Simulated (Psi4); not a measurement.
C$_{2}$H$_{6}$N, charge -1, singlet, at a GFN2-xTB geometry (a gas-phase anion, which may not be bound at this level); MP2/3-21G (Psi4).

Input for Psi4:
```
memory 2 GB

molecule {
-1 1
  C    -0.00450711   -0.16012117    1.14423294
  N     0.05359214    0.63577940   -0.00002007
  C    -0.02236646   -0.15868797   -1.14422288
  H     0.82977693   -0.94369191    1.23989698
  H     0.05529176    0.46516035    2.04681331
  H    -0.95658511   -0.79311257    1.25393224
  H     0.81031525   -0.94213013   -1.25387748
  H     0.02334443    0.46772410   -2.04684276
  H    -0.97604679   -0.79155078   -1.23984221
}

set basis 3-21g
set cc_type df
set mp2_type df
set scf_type df

energy('mp2')
print_variables()
```

The log (banner, timings and long lists left out):

```
   => Loading Basis Set <=

    Name: 3-21G
    Role: ORBITAL
    Keyword: BASIS

         ---------------------------------------------------------
                                   SCF
               by Justin Turney, Rob Parrish, Andy Simmonett
                          and Daniel G. A. Smith
                              RHF Reference
         ---------------------------------------------------------

  ==> Geometry <==

    Molecular point group: c1
    Full point group: C1

    Geometry (in Angstrom), charge = -1, multiplicity = 1:

       Center              X                  Y                   Z               Mass
    ------------   -----------------  -----------------  -----------------  -----------------
         C           -0.009328776601    -0.217322013937     1.144234747379    12.000000000000
         N            0.048770473399     0.578578556063    -0.000018262621    14.003074004430
         C           -0.027188126601    -0.215888813937    -1.144221072621    12.000000000000
         H            0.824955263399    -1.000892753937     1.239898787379     1.007825032230
         H            0.050470093399     0.407959506063     2.046815117379     1.007825032230
         H           -0.961406776601    -0.850313413937     1.253934047379     1.007825032230
         H            0.805493583399    -0.999330973937    -1.253875672621     1.007825032230
         H            0.018522763399     0.410523256063    -2.046840952621     1.007825032230
         H           -0.980868456601    -0.848751623937    -1.239840402621     1.007825032230

  Running in c1 symmetry.

  Rotational constants: A =      1.30614  B =      0.34141  C =      0.30208 [cm^-1]
  Rotational constants: A =  39157.08359  B =  10235.26135  C =   9056.24110 [MHz]
  Nuclear repulsion =   77.495956799732284

  Charge       = -1
  Multiplicity = 1
  Electrons    = 26
  Nalpha       = 13
  Nbeta        = 13

  ==> Algorithm <==

  SCF Algorithm Type is DF.
  DIIS enabled.
  MOM disabled.
  Fractional occupation disabled.
  Guess Type is SAD.
  Energy threshold   = 1.00e-08
  Density threshold  = 1.00e-08
  Integral threshold = 1.00e-12

  ==> Primary Basis <==

  Basis Set: 3-21G
    Blend: 3-21G
    Number of shells: 27
    Number of basis functions: 39
    Number of Cartesian functions: 39
    Spherical Harmonics?: false
    Max angular momentum: 1

   => Loading Basis Set <=

    Name: (3-21G AUX)
    Role: JKFIT
    Keyword: DF_BASIS_SCF

  ==> Integral Setup <==

  SCF_SUBTYPE=INCORE selected. In-core MEM_DF algorithm will be used.
  Using in-core AOs.

  ==> MemDFJK: Density-Fitted J/K Matrices <==

    J tasked:                   Yes
    K tasked:                   Yes
    wK tasked:                   No
    Algorithm:                 Core
    Schwarz Cutoff:           1E-12
    Mask sparsity (%):       0.1315
    Fitting Condition:        1E-10

   => Auxiliary Basis Set <=

  Basis Set: (3-21G AUX)
    Blend: DEF2-UNIVERSAL-JKFIT
    Number of shells: 111
    Number of basis functions: 391
    Number of Cartesian functions: 391
    Spherical Harmonics?: false
    Max angular momentum: 4

  Minimum eigenvalue in the overlap matrix is 2.6154085845E-02.
  Reciprocal condition number of the overlap matrix is 6.1976680463E-03.
    Using symmetric orthogonalization.

  ==> Pre-Iterations <==

  SCF Guess: Superposition of Atomic Densities via on-the-fly atomic UHF (no occupation information).

   -------------------------
    Irrep   Nso     Nmo
   -------------------------
     A         39      39
   -------------------------
    Total      39      39
   -------------------------

  ==> Iterations <==

                           Total Energy        Delta E     RMS |[F,P]|

   @DF-RHF iter SAD:  -132.02225339793074   -1.32022e+02   0.00000e+00
   @DF-RHF iter   1:  -132.64182070638435   -6.19567e-01   1.30921e-02 ADIIS/DIIS
   @DF-RHF iter   2:  -132.74868413061856   -1.06863e-01   8.07566e-03 ADIIS/DIIS
   @DF-RHF iter   3:  -132.79215386832055   -4.34697e-02   9.91600e-04 ADIIS/DIIS
   @DF-RHF iter   4:  -132.79312952547264   -9.75657e-04   2.66658e-04 ADIIS/DIIS
   @DF-RHF iter   5:  -132.79321204770253   -8.25222e-05   5.50843e-05 DIIS
   @DF-RHF iter   6:  -132.79321801266545   -5.96496e-06   1.42675e-05 DIIS
   @DF-RHF iter   7:  -132.79321856394691   -5.51281e-07   2.69221e-06 DIIS
   @DF-RHF iter   8:  -132.79321858574374   -2.17968e-08   5.16792e-07 DIIS
   @DF-RHF iter   9:  -132.79321858642879   -6.85048e-10   9.69684e-08 DIIS
   @DF-RHF iter  10:  -132.79321858645707   -2.82796e-11   1.84945e-08 DIIS
   @DF-RHF iter  11:  -132.79321858645818   -1.10845e-12   1.92377e-09 DIIS
  Energy and wave function converged.

  ==> Post-Iterations <==

    Orbital Energies [Eh]
    ---------------------

    Doubly Occupied:

       1A    -15.102306     2A    -10.955445     3A    -10.954981
       4A     -0.904587     5A     -0.692702     6A     -0.555084
       7A     -0.367851     8A     -0.354769     9A     -0.333769
      10A     -0.273117    11A     -0.248441    12A     -0.086053
      13A     -0.007449

    Virtual:

      14A      0.475875    15A      0.526325    16A      0.540387
      17A      0.559854    18A      0.580771    19A      0.585881
      20A      0.669431    21A      0.791793    22A      1.170170
      23A      1.229457    24A      1.239268    25A      1.274663
      26A      1.298630    27A      1.413542    28A      1.475994
      29A      1.484457    30A      1.527494    31A      1.543168
      32A      1.549054    33A      1.638486    34A      1.855497
      35A      1.898717    36A      2.081983    37A      2.099913
      38A      2.445101    39A      3.207490

    Final Occupation by Irrep:
              A
    DOCC [    13 ]
    NA   [    13 ]
    NB   [    13 ]

  @DF-RHF Final Energy:  -132.79321858645818

   => Energetics <=

    Nuclear Repulsion Energy =             77.4959567997322836
    One-Electron Energy =                -338.9052431304855872
    Two-Electron Energy =                 128.6160677442950941
    Total Energy =                       -132.7932185864581811

Computation Completed

Properties will be evaluated at   0.000000,   0.000000,   0.000000 [a0]

Properties computed using the SCF density matrix

 Multipole Moments:

 ------------------------------------------------------------------------------------
     Multipole            Electronic (a.u.)      Nuclear  (a.u.)        Total (a.u.)
 ------------------------------------------------------------------------------------

 L = 1.  Multiply by 2.5417464519 to convert [e a0] to [Debye]
 Dipole X            :          0.1844936           -0.2277907           -0.0432970
 Dipole Y            :          2.1887027           -2.7023482           -0.5136455
 Dipole Z            :         -0.0000691            0.0000853            0.0000162
 Magnitude           :                                                    0.5154671

 ------------------------------------------------------------------------------------

  //>>>>>>>>>>>>>>>>>>>>>>>>>>>>>>>>>>>//
  //               DFMP2               //
  //<<<<<<<<<<<<<<<<<<<<<<<<<<<<<<<<<<<//

   => Loading Basis Set <=

    Name: (3-21G AUX)
    Role: RIFIT
    Keyword: DF_BASIS_MP2

	 --------------------------------------------------------
	                          DF-MP2
	      2nd-Order Density-Fitted Moller-Plesset Theory

	        Rob Parrish, Justin Turney, Andy Simmonett,
	           Ed Hohenstein, and C. David Sherrill
	 --------------------------------------------------------

   => Auxiliary Basis Set <=

  Basis Set: (3-21G AUX)
    Blend: DEF2-SVP-RI
    Number of shells: 84
    Number of basis functions: 228
    Number of Cartesian functions: 255
    Spherical Harmonics?: true
    Max angular momentum: 3

	 --------------------------------------------------------
	                 NBF =    39, NAUX =   228
	 --------------------------------------------------------
	   CLASS    FOCC     OCC    AOCC    AVIR     VIR    FVIR
	   PAIRS       0      13      13      26      26       0
	 --------------------------------------------------------

	-----------------------------------------------------------
	 ==================> DF-MP2 Energies <====================
	-----------------------------------------------------------
	 Reference Energy          =    -132.7932185864581811 [Eh]
	 Singles Energy            =      -0.0000000000000000 [Eh]
	 Same-Spin Energy          =      -0.0667928900346736 [Eh]
	 Opposite-Spin Energy      =      -0.2355408295670461 [Eh]
	 Correlation Energy        =      -0.3023337196017197 [Eh]
	 Total Energy              =    -133.0955523060599148 [Eh]
	-----------------------------------------------------------
	 ================> DF-SCS-MP2 Energies <==================
	-----------------------------------------------------------
	 SCS Same-Spin Scale       =       0.3333333333333333 [-]
	 SCS Opposite-Spin Scale   =       1.2000000000000000 [-]
	 SCS Same-Spin Energy      =      -0.0222642966782245 [Eh]
	 SCS Opposite-Spin Energy  =      -0.2826489954804553 [Eh]
	 SCS Correlation Energy    =      -0.3049132921586798 [Eh]
	 SCS Total Energy          =    -133.0981318786168686 [Eh]
	-----------------------------------------------------------

  Variable Map:
  ----------------------------------------------------------------------------
  "CURRENT CORRELATION ENERGY"           =>      -0.302333719602
  "CURRENT ENERGY"                       =>    -133.095552306060
  "CURRENT REFERENCE ENERGY"             =>    -132.793218586458
  "CUSTOM SCS-MP2 CORRELATION ENERGY"    =>      -0.304913292159
  "CUSTOM SCS-MP2 TOTAL ENERGY"          =>    -133.098131878617
  "DD SOLVATION ENERGY"                  =>       0.000000000000
  "HF KINETIC ENERGY"                    =>     132.760818571197
  "HF POTENTIAL ENERGY"                  =>    -265.554037157655
  "HF TOTAL ENERGY"                      =>    -132.793218586458
  "HF VIRIAL RATIO"                      =>       2.000244048023
  "MP2 CORRELATION ENERGY"               =>      -0.302333719602
  "MP2 DOUBLES ENERGY"                   =>      -0.302333719602
  "MP2 OPPOSITE-SPIN CORRELATION ENERGY" =>      -0.235540829567
  "MP2 SAME-SPIN CORRELATION ENERGY"     =>      -0.066792890035
  "MP2 SINGLES ENERGY"                   =>      -0.000000000000
  "MP2 TOTAL ENERGY"                     =>    -133.095552306060
  "NUCLEAR REPULSION ENERGY"             =>      77.495956799732
  "ONE-ELECTRON ENERGY"                  =>    -338.905243130486
  "PCM POLARIZATION ENERGY"              =>       0.000000000000
  "PE ENERGY"                            =>       0.000000000000
  "SCF ITERATION ENERGY"                 =>    -132.793218586458
  "SCF ITERATIONS"                       =>      11.000000000000
  "SCF TOTAL ENERGY"                     =>    -132.793218586458
  "SCS-MP2 CORRELATION ENERGY"           =>      -0.304913292159
  "SCS-MP2 TOTAL ENERGY"                 =>    -133.098131878617
  "TWO-ELECTRON ENERGY"                  =>     128.616067744295

  Array Variable Map:
  ----------------------------------------------------------------------------
  "CURRENT DIPOLE"                       =>      -0.043297042835 ... 0.000016219773 1 by 3
  "SCF DIPOLE"                           =>      -0.043297042835 ... 0.000016219773 1 by 3
  "SCF TOTAL ENERGIES"                   =>    -132.022253397931 ... -132.793218586458 1 by 12
```
